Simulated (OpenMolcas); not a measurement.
## V4+, Nb4+, Ta4+: d down the group

```json
{
 "Program": "OpenMolcas",
 "Method": "SS-CASPT2, IPEA 0.25 Eh, imaginary shift 0.1 Eh",
 "Basis": "ANO-R3",
 "Scalar Hamiltonian": "X2C, finite nucleus",
 "Spin-orbit coupling": "state interaction with AMFI integrals over the reference wave functions, term energies averaged over their components"
}
```

Active space for each ion: 1 electron in 5 orbitals (d); closed shells correlated by CASPT2: V4+ 3s 3p; Nb4+ 4s 4p; Ta4+ 5s 5p.

Computed levels in cm-1 above 2D 3/2:

| Level | V4+ | Nb4+ | Ta4+ |
| --- | --- | --- | --- |
| 2D 5/2 | 621 | 1782 | 6810 |
| weight of 2D in the lowest level (%) | 100 | 100 | 100 |

Measured, with the error of the calculation in %. Measured levels: V4+ from Sugar and Corliss, J. Phys. Chem. Ref. Data 7, 1191 (1978); Nb4+ from Moore, Atomic Energy Levels, vol. II, NSRDS-NBS 35 (1971 reprint of NBS Circular 467, 1952).

| Level | V4+ | Nb4+ |
| --- | --- | --- |
| 2D 5/2 | 625 (-0.7) | 1870 (-4.7) |

The fine-structure level 2D 5/2 changes by a factor of 11 from V4+ to Ta4+.

Term energies are means over components that CASPT2 splits; among the terms shown or strongly mixed into the levels shown the widest spread is 18 cm-1 (3d 2D, V4+). With one active electron, CASPT2 adds the correlation within the correlated inactive shells and between them and that electron, and leaves the splitting within a term as the reference gives it. Computed and measured levels are paired by configuration, term and J; levels that our copy of the source lacks, or whose pairing is in doubt (as where it misses far off the trend of its configuration), stay unpaired and out of the deviations. Levels of configurations outside the active space are missing.
